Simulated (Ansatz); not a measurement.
Reactions of CH9AlSi2 (`C[SiH2][SiH2][AlH2]`).

Gas-phase electronic energies from Ansatz, PBE0-D4/def2-TZVP geometries. CCSD(T)/CBS is the MP2 limit (def2-TZVPP, def2-QZVPP) plus CCSD(T) − MP2 in def2-TZVPP, frozen cores. This one scheme is used for every species, atoms too. DFT in def2-TZVPP. No spin–orbit coupling; open shells (•) take unrestricted orbitals. Spin–orbit coupling would lower the free atoms: a little for Al, C, Si. For As, Br, Ga, Ti outer-core shells are correlated without core-valence functions, so the limit isn't a true one: a few kJ/mol of doubt a bond, and 10 to 20 or more in all where bonds break to atoms. Scalar relativity is left out up to krypton. Each species was taken in one conformer, which may not be the lowest.

| reaction | MP2/CBS(def2) (kJ/mol) | ωB97X-V (kJ/mol) |
| --- | --- | --- |
| `C[SiH2][SiH2][AlH2]` + `O[AsH2]` → `C[SiH2][AsH]O` + `[AlH2][SiH3]` | -22 | -17 |
| `C[SiH2][SiH2][AlH2]` + `O=C[SiH2]Br` → `O=C[SiH2][SiH2][AlH2]` + `C[SiH2]Br` | -13 | -12 |
| `C[SiH2][SiH2][AlH2]` + `[SH][Ti]([Cl])([Cl])[Cl]` → `C[SiH2][S][Ti]([Cl])([Cl])[Cl]` + `[AlH2][SiH3]` | -89 | -70 |
| `C[SiH2][SiH2][AlH2]` + `F[SiH](Cl)C[SiH3]` → `C[SiH2][SiH](F)Cl` + `[AlH2][SiH2]C[SiH3]` | 24 | 22 |
| `C[SiH2][SiH2][AlH2]` → Al• + C• + 9 H• + 2 Si• | 3915 | 3977 |
| `C[SiH2][SiH2][AlH2]` → `[CH3][Al]([SiH3])[SiH3]` | 0 | -2 |
| `C[SiH2][SiH2][AlH2]` + `BS` → `BS[SiH2]C` + `[AlH2][SiH3]` | -53 | -44 |
| `C[SiH2][SiH2][AlH2]` + HBr → `C[SiH2]Br` + `[AlH2][SiH3]` | -100 | -90 |
| `C[SiH2][SiH2][AlH2]` + `[GaH3]` → `[AlH2][SiH2][SiH2][GaH2]` + CH₄ | -42 | -35 |
| `C[SiH2][SiH2][AlH2]` + H₂O → `C[SiH2][SiH2]O` + `[AlH3]` | -63 | -63 |

Question: Give the CCSD(T)/CBS values in the same order. (Estimate.)

Answer: Computed: -18, -12, -76, 24, 3951, -3, -45, -91, -44, -56 kJ/mol.

Largest T1 diagnostic: 0.026, for `[SH][Ti]([Cl])([Cl])[Cl]`, so its coupled-cluster energy is less sure.
